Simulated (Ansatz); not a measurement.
**One elementary step**

Start structure (CH7ClGe, closed shell), relaxed at PBE0-D4/def2-TZVP:

```xyz
10
angstrom
Ge -0.4826 -0.8077 -0.6411
Cl 1.5629 -1.1525 -1.2668
H -1.3662 -1.3004 -1.7970
H -0.6945 -1.6644 0.6155
C -0.6752 1.0921 -0.3026
H 2.0179 -0.3755 1.7174
H 1.7738 -0.1556 2.3885
H -1.6976 1.3128 0.0100
H 0.0126 1.3979 0.4855
H -0.4511 1.6536 -1.2095
```

The step: CH₅ClGe ([CH3][GeH2][Cl]) + H₂ → CH₆Ge ([CH3][GeH3]) + HCl; bonds formed: Ge1–H7, Cl2–H6; bonds broken: Ge1–Cl2, H6–H7. Program: Ansatz 0.2.0. Basis: def2-TZVPP and def2-QZVPP. Cores are frozen in the correlated methods. Filled d shells of the heavier atoms are correlated. The def2 sets are not built for correlating such inner shells, so the correlated values are less sure here. Extrapolation: Hartree–Fock as exp(−7.88 √X), correlation as X^−2.97. Energies below are by CCSD(T) at an estimated basis limit (MP2 extrapolated from triple and quadruple zeta, plus CCSD(T) − MP2 in triple zeta).

Problem. What are the electronic barrier and the energy of the step, from the start structure to the end structure? (To be estimated.)

Solution. Computed: Barrier 221.4 kJ/mol; step energy 55.8 kJ/mol (uphill); reverse barrier, their difference, 165.5 kJ/mol. Barrier and step energy count from the start structure, the reverse barrier from the end structure.

The saddle point: One imaginary mode of 848i cm⁻¹.
```json
{"pair": "Ge1–H7", "start (Å)": "3.83", "saddle (Å)": "1.85", "end (Å)": "1.55"}
{"pair": "Cl2–H6", "start (Å)": "3.12", "saddle (Å)": "1.79", "end (Å)": "1.29"}
{"pair": "Ge1–Cl2", "start (Å)": "2.17", "saddle (Å)": "2.66", "end (Å)": "4.14"}
{"pair": "H6–H7", "start (Å)": "0.75", "saddle (Å)": "0.87", "end (Å)": "1.91"}
```

Zero-point energy (harmonic, PBE0-D4): ZPE is 171.7 kJ/mol at the start and 176.4 kJ/mol at the saddle, so the barrier goes from 221.4 to 226.0 kJ/mol.

The T1 diagnostic stays at or below 0.012.

Labels in which every atom is bracketed show which atoms are joined, not bond orders.

For scale, one of the runs: CCSD(T)/def2-TZVPP, 219 basis functions, launched by `ansatz run in.yaml --threads 4 --pin off --events-out ev --progress --plain --max-ram 9574MiB`. Time: 110 s of wall clock on 4 CPU threads of an Arm Neoverse V1; the host was shared. Peak host memory: 3.2 GiB.
